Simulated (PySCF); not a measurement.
# Tl2: energy against distance

Set-up: PySCF, scalar-relativistic core potentials, basis sets Tl cc-pVTZ-PP with ECP60. Energies in eV from Tl + Tl in their ground configurations at the same level. All curves are PBE0. state 1: ³Πu (triplet), unpaired electrons σ ↑, π ↑; state 2: Ms = 0 determinant of mixed spin (⟨S²⟩ near 1.0), unpaired electrons σ ↑, π ↓, a second solution, started from another occupation; state 3: ³Σg⁻ (triplet), unpaired electrons π ↑↑, a second solution, started from another occupation; state 4: ¹Σg⁺ (singlet), closed shell, a second solution, started from another occupation.

```json
{"R (Å)": "2.695", "state 1": "-0.813", "state 2": "-0.6297", "state 3": "-0.8532", "state 4": "0.0639"}
{"R (Å)": "2.821", "state 1": "-1.025", "state 2": "-0.8403", "state 3": "-0.9222", "state 4": "-0.3070"}
{"R (Å)": "2.946", "state 1": "-1.136", "state 2": "-0.9497", "state 3": "-0.9156", "state 4": "-0.5517"}
{"R (Å)": "3.040", "state 1": "-1.173", "state 2": "-0.9861", "state 3": "-0.8800", "state 4": "-0.6743"}
{"R (Å)": "3.134", "state 1": "-1.182", "state 2": "-0.9947", "state 3": "-0.8281", "state 4": "-0.7570"}
{"R (Å)": "3.228", "state 1": "-1.169", "state 2": "-0.9827", "state 3": "-0.7659", "state 4": "-0.8082"}
{"R (Å)": "3.353", "state 1": "-1.130", "state 2": "-0.9439", "state 3": "-0.6744", "state 4": "-0.8382"}
{"R (Å)": "3.510", "state 1": "-1.056", "state 2": "-0.8716", "state 3": "-0.5555", "state 4": "-0.8304"}
{"R (Å)": "3.698", "state 1": "-0.946", "state 2": "-0.7654", "state 3": "-0.4165", "state 4": "-0.7757"}
{"R (Å)": "3.949", "state 1": "-0.785", "state 2": "-0.6111", "state 3": "-0.2474", "state 4": "-0.6565"}
```

Put a parabola through the three lowest points of the state 1 curve and estimate Re, k and ωe (reduced mass 102.5 u; 1 eV/Å² = 0.16022 mdyn/Å; ωe = 1302.8·√(k/μ) cm⁻¹).

Through R = 3.04, 3.134, 3.228 Å the second-order coefficient is 1.24 eV/Å², so Re ≈ 3.125 Å, k ≈ 0.399 mdyn/Å and ωe ≈ 81 cm⁻¹. A polynomial fit of higher order to the unrounded PBE0 energies gives Re = 3.122 Å, k = 0.391 mdyn/Å, ωe = 80.5 cm⁻¹; anharmonicity and rounding make the difference.

The higher-order fit for each curve: state 1: Re = 3.122 Å, ωe = 80.5 cm⁻¹, De = 1.18 eV; state 2: Re = 3.122 Å, ωe = 79.9 cm⁻¹, minimum 0.99 eV below the ground-state fragments; state 3: Re = 2.867 Å, ωe = 102 cm⁻¹, minimum 0.93 eV below the ground-state fragments; state 4: Re = 3.401 Å, ωe = 70.2 cm⁻¹, minimum 0.84 eV below the ground-state fragments.

Closed-shell solutions of metal pairs were not tested for spin polarisation, which can lower them a little. These are scalar-relativistic numbers at best; spin–orbit coupling would shift them, the dissociation energy most. The state is the lowest determinant that a PBE0 search found; another state may lie lower at other levels.
